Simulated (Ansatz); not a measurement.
The same path of C₂H₄FSi (8 atoms, charge 1, multiplicity 1) was run twice with different band settings. The coordinate that changes most is the angle C1–C2–Si3.

Level of theory: RKS PBE-D4/STO-3G in Ansatz 0.2.0.

Relaxed end points:

```xyz
8
Properties=species:S:1:pos:R:3
C -0.253 1.336 -0.234
C -0.399 -0.110 -0.049
Si 0.515 -1.570 0.489
F 0.941 -2.587 -0.720
H 0.607 1.849 0.255
H -1.222 1.872 -0.062
H -0.110 1.406 -1.362
H -0.079 -2.196 1.683
```

```xyz
8
Properties=species:S:1:pos:R:3
C -0.210 1.331 -0.291
C -0.087 0.043 0.397
Si 0.374 -1.678 0.115
F 1.730 -2.143 0.903
H 0.324 1.468 -1.259
H -0.029 2.182 0.418
H -1.329 1.395 -0.486
H -0.773 -2.598 0.203
```

Common settings: movable images 7; climbing image yes; spring 5.0 eV/Å²; optimiser quadratic models (default); start path through a guess of the saddle point; iteration limit 60; end points relaxed.

| run | force threshold |
| --- | --- |
| 1 | 0.03 eV/Å |
| 2 | 0.2 eV/Å |

(1) What does each run give, and how far can it be trusted?

Results:

(1) Run 1: converged after 27 iterations, highest image 0.136 eV above the first end. The profile has 3 maxima (images 3, 5, 7) with wells between them (images 4, 6): this band takes more than one step, which may be the mechanism or a detour left from its start path. A vibrational analysis at the climbing image gives one clearly imaginary mode, 230i cm⁻¹: a first-order saddle point.
Run 2: converged after 10 iterations, highest image 0.129 eV above the first end. The threshold of 0.2 eV/Å is loose, so the images may lie well off the minimum-energy path. The profile has 3 maxima (images 3, 5, 7) with wells between them (images 4, 6): this band takes more than one step, which may be the mechanism or a detour left from its start path. The order of the stationary point at the top wasn't checked.
Limits of this set-up: minimal basis, the dipole of an ion depends on the origin.
